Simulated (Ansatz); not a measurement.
Computed with Ansatz on PBE0-D4/def2-TZVP structures; ΔE is electronic, products minus reactants. CCSD(T)/CBS is the MP2 limit (def2-TZVPP, def2-QZVPP) plus CCSD(T) − MP2 in def2-TZVPP, frozen cores. Functionals use def2-TZVPP. HSE06 is defined as in plane-wave codes. One conformer a species, not always the lowest.

Consider the substitution at a C–C bond: `CC(C)(C)[O][AlH2]` + `C1N[SiH2]1` → `CN1C[SiH2]1` + `CC(C)[O][AlH2]`.

| level | ΔE (kcal/mol) |
| --- | --- |
| PBE0 | 8.2 |
| HSE06 | 8.1 |

What does CCSD(T)/CBS give? (Estimate.)

The calculation gave: +10.6 kcal/mol. The listed levels differ from it by -2.4, -2.5 kcal/mol.

Largest T1 diagnostic among the species: 0.012.

From BLYP to BHLYP (50 % exact exchange), in def2-TZVPP and without D4, ΔE moves by +1.4 kcal/mol. The D4 term adds +1.0 kcal/mol with B3LYP and +0.6 kcal/mol with PBE0; it sums over pairs of atoms, weighted by their polarisabilities, and B3LYP, whose exchange is more repulsive, gets the larger term.

B3LYP here is the variant with VWN-RPA as its local correlation; programs differ in this.
